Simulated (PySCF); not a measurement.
What settings do to a single point of Tb2S3

The sound run of Tb2S3 (singlet in the valence; each metal's 4f electrons, 8 of them, lie in its core potential, out of spins and levels) uses PySCF 2.14.0, RKS r2SCAN, Tb lcecp-1-SVP with ECP54, S def2-SVP; non-relativistic Hamiltonian with scalar-relativistic core potentials where named; density fitting; no spin-orbit coupling, grid (50, 194), threshold 1e-8 Eh and 55 cycles, at the relaxed geometry:

```xyz
5

Tb    0.2454   -0.5707    2.3386
Tb    0.2454   -0.5707   -2.3386
S     0.6735   -1.5666    0.0000
S    -0.6752    1.5705    2.5339
S    -0.6752    1.5705   -2.5339
```

There Tb1 has a Mulliken charge of 0.68 e and the dipole about the centre of mass is 11.78 D. Each run below changes one thing and starts from free metal ions and neutral atoms unless it says otherwise; with 55 cycles, smearing, a level shift and second-order steps follow where DIIS fails, and their cycles count. Energy shifts count from the sound run. On f atoms grids over 110 angular points are at least (60, 302).

```tsv
change	outcome	cycles	energy shift (eV)	largest force component (eV/Å)	charge on Tb1 (e)	dipole about the centre of mass (D)
start from a density of up to 30 smeared cycles (not counted)	converged	9	0.0000	0.01	0.68	11.77
cycle limit 8	not converged	8	–	–	–	–
S5 put 0.8 Å from Tb1, limit 74 cycles	not converged	74	–	–	–	–
grid (99, 590)	converged	11	0.0473	0.02	0.68	11.78
```

How does the run with this change end: all coordinates × 0.94?

outcome converged, cycles 10, energy shift (eV) 0.80, largest force component (eV/Å) 3.43, charge on Tb1 (e) 0.60, dipole about the centre of mass (D) 10.88.

Forces carry noise of the integration grid, about 0.01 to 0.03 eV/Å.

No frequency check is given that shows the relaxed geometry to be a minimum. An lcecp potential fixes the number of 4f electrons, so in runs with it no electron can move into or out of that shell.
